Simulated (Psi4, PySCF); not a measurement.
CH6ClNSi (SMILES CN[SiH2]Cl), singlet, geometry from GFN2-xTB. Base run: PBE0/6-31G, TDA (PySCF).

PySCF was given this input:
```python
from pyscf import gto, scf, dft, tdscf

mol = gto.M(
    atom='''
Si    0.246306   -0.598643   -0.250509
Cl    1.689676    0.538723    0.574088
N    -1.188377    0.313626   -0.060902
C    -2.483069   -0.105519   -0.540941
H     0.488070   -0.755891   -1.682176
H     0.281350   -1.899613    0.426153
H    -1.259974    0.964214    0.707673
H    -3.086254    0.764884   -0.804305
H    -2.348372   -0.717646   -1.429317
H    -3.030532   -0.695513    0.201564
''',
    basis='6-31g',
    charge=0,
    spin=0,
    verbose=4,
)

mf = dft.RKS(mol)
mf.xc = 'pbe0'
mf.kernel()
td = mf.TDA()
td.nstates = 5
td.kernel()
td.analyze()
```

Programs used: Psi4, PySCF; a row that names a program was run with it.

Each row names what was changed in the base input (with any setting that the change needs).

```json
[
 {"change": "base", "first excitation (eV)": "5.62", "oscillator strength of the first": "0.006", "second (eV)": "6.71"},
 {"change": "nstates = 2", "first excitation (eV)": "5.62", "oscillator strength of the first": "0.006", "second (eV)": "6.71"},
 {"change": "nstates = 10", "first excitation (eV)": "5.62", "oscillator strength of the first": "0.006", "second (eV)": "6.71"},
 {"change": "response = full linear response", "first excitation (eV)": "5.60", "oscillator strength of the first": "0.005", "second (eV)": "6.69"},
 {"change": "code = psi4", "first excitation (eV)": "5.62", "oscillator strength of the first": "0.006", "second (eV)": "6.71"},
 {"change": "guess vectors = 13 for 5 states", "first excitation (eV)": "5.62", "oscillator strength of the first": "0.006", "second (eV)": "6.71"},
 {"change": "nstates = 15", "first excitation (eV)": "5.62", "oscillator strength of the first": "0.006", "second (eV)": "6.71"},
 {"change": "functional = wb97x", "first excitation (eV)": "[?]", "oscillator strength of the first": "0.006", "second (eV)": "[?]"},
 {"change": "functional = bhandhlyp", "first excitation (eV)": "[?]", "oscillator strength of the first": "[?]", "second (eV)": "[?]"},
 {"change": "functional = blyp", "first excitation (eV)": "[?]", "oscillator strength of the first": "0.005", "second (eV)": "[?]"}
]
```

Question: What belongs in the gaps?

Answer: 
- functional = wb97x, first excitation (eV): 6.15
- functional = wb97x, second (eV): 7.17
- functional = bhandhlyp, first excitation (eV): 6.35
- functional = bhandhlyp, oscillator strength of the first: 0.007
- functional = bhandhlyp, second (eV): 7.27
- functional = blyp, first excitation (eV): 4.81
- functional = blyp, second (eV): 6.08

An iterative solver can miss low states, so a row lists the states that it found.
